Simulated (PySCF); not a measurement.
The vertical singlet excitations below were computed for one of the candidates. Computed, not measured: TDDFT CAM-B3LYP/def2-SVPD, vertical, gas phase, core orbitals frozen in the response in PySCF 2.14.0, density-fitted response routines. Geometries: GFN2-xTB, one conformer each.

```
state  λ (nm)       f
   S1   185.2   0.026
   S2   182.6   0.016
   S3   177.3   0.084
   S4   170.9   0.020
   S5   168.0   0.018
   S6   160.4   0.029
   S7   159.1  0.0056
   S8   157.2  0.0061
```

Triplets computed (Tamm–Dancoff): 6.41, 6.46, 6.68 eV.

Question: Which structure fits?
A. `[Si@@H](C)(O)N[SiH](N)N`
B. `C(/[SiH2]O)=C\C#N`
C. `C=CO[SiH2]/C=C/C#N`
D. `C#CCN(C=O)[SiH2]C`
E. `C[C@@H]1C[C@H](C#N)O[SiH2]1`

Answer: A. Its S1 lies at 6.70 eV; the nearest of the others has S1 at 7.16 eV. S1 is HOMO→LUMO (71%). Löwdin shares by element: HOMO nitrogen 67% or more, silicon 13% (atoms not listed hold the other 20%); LUMO silicon 33%, oxygen 18%, hydrogen 10% or more (atoms not listed hold the other 39%). At the same level the other candidates give, for their lowest levels:
- `N#C/C=C/[SiH2]O`: 205 nm (f 0.137); 203 nm (f 0.343); 192 nm (f 0.002); 174 nm (f 0.002); 167 nm (f 0.012); T1 3.62 eV; HOMO -9.69, LUMO -0.89 eV
- `C[C@@H]1C[C@H](C#N)O[SiH2]1`: 173 nm (f 0.007); 170 nm (f 0.012); 163 nm (f 0.000); 161 nm (f 0.002); 157 nm (f 0.028); T1 6.41 eV; HOMO -9.88, LUMO 0.67 eV
- `C=CO[SiH2]/C=C/C#N`: 221 nm (f 0.014); 203 nm (f 0.477); 200 nm (f 0.002); 194 nm (f 0.010); 188 nm (f 0.004); T1 3.60 eV; HOMO -8.67, LUMO -0.87 eV
- `C#CCN(C=O)[SiH2]C`: 221 nm (f 0.001); 190 nm (f 0.009); 186 nm (f 0.061); 181 nm (f 0.002); 177 nm (f 0.021); T1 5.10 eV; HOMO -9.06, LUMO 0.90 eV
